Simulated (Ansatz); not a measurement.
`CN(C)c1ccc(F)c(C#N)c1N(C)C`. The state is a singlet with charge 0. Geometry r2SCAN-D4/def2-SVP; atoms count from 1.

Cartesian coordinates in Å:
```
C 1.356 -1.961 0.073
N 0.756 -1.189 -1.007
C 0.806 -1.881 -2.274
C -0.424 -0.484 -0.697
C -1.624 -0.760 -1.368
C -2.828 -0.113 -1.070
C -2.824 0.846 -0.077
F -3.949 1.498 0.229
C -1.641 1.205 0.600
C -1.705 2.345 1.452
N -1.776 3.297 2.123
C -0.412 0.540 0.313
N 0.755 0.854 0.997
C 0.760 1.238 2.394
C 1.949 1.229 0.262
H 1.346 -1.381 1.004
H 0.814 -2.915 0.247
H 2.401 -2.201 -0.181
H 0.465 -1.220 -3.085
H 0.195 -2.811 -2.301
H 1.849 -2.170 -2.479
H -1.637 -1.550 -2.121
H -3.759 -0.360 -1.583
H 1.667 0.818 2.867
H -0.117 0.820 2.907
H 0.766 2.331 2.556
H 1.927 0.790 -0.743
H 2.036 2.331 0.179
H 2.847 0.855 0.785
```

Question: Estimate the Mulliken populations from the PBE0/def2-TZVP orbitals of Ansatz.

Answer: 
```
atom  charge (e)
  C1       -0.29
  N2       -0.12
  C3       -0.35
  C4        0.15
  C5       -0.20
  C6       -0.25
  C7        0.24
  F8       -0.17
  C9        0.04
 C10       -0.24
 N11       -0.01
 C12        0.04
 N13       -0.13
 C14       -0.34
 C15       -0.29
 H16        0.16
 H17        0.12
 H18        0.12
 H19        0.15
 H20        0.12
 H21        0.14
 H22        0.13
 H23        0.13
 H24        0.13
 H25        0.16
 H26        0.16
 H27        0.16
 H28        0.14
 H29        0.12
```
Mulliken values depend strongly on the basis.

Question: And the Mayer bond orders between heavy atoms (over 0.3)?

Answer: C1–N2 0.94 (1.46 Å); N2–C3 0.99 (1.44 Å); N2–C4 1.05 (1.41 Å); C4–C5 1.41 (1.40 Å); C4–C12 1.34 (1.44 Å); C5–C6 1.34 (1.40 Å); C6–C7 1.50 (1.38 Å); C7–F8 1.11 (1.34 Å); C7–C9 1.29 (1.41 Å); C9–C10 0.97 (1.42 Å); C9–C12 1.29 (1.43 Å); C10–N11 3.04 (1.17 Å); C12–N13 1.13 (1.39 Å); N13–C14 0.96 (1.45 Å); N13–C15 0.95 (1.45 Å).
